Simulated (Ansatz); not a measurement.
CH4AlNS (`C1[NH][AlH][S]1`). The species carries charge 0 and has multiplicity 1.

Cartesian coordinates in Å:
```
C 0.0729 0.9814 0.1756
N -0.3980 -0.0501 -0.7317
Al 0.1383 -1.4555 0.1917
S 0.8588 0.0569 1.5768
H -0.7317 1.5965 0.5907
H 0.8347 1.6330 -0.2638
H -0.8617 0.2568 -1.5687
H 0.0868 -3.0190 0.0294
```

Q: What are the harmonic wavenumbers in cm⁻¹ at PBE0-D4/def2-TZVP (Ansatz, finite differences of forces, unscaled)? (Estimate.)

A: The calculation gave: 232, 390, 430, 464, 507, 581, 704, 836, 935, 1058, 1167, 1180, 1329, 1503, 1977, 3032, 3077, 3662.

Q: Is this a minimum?

A: Yes, all 18 modes are real.

Q: Give the ideal-gas thermochemistry at 298.15 K and 1 bar (rigid rotor, harmonic oscillator; point group Cs, symmetry number 1).

A: Zero-point energy 137.9 kJ/mol; H(298) − E = 153.3 kJ/mol; entropy 298.0 J/(mol·K), of which translation 164.9, rotation 106.3, vibration 26.8; G(298) − E = 64.4 kJ/mol.

Q: Rotational constants (cm⁻¹)?

A: 0.2424, 0.1752, 0.1037.
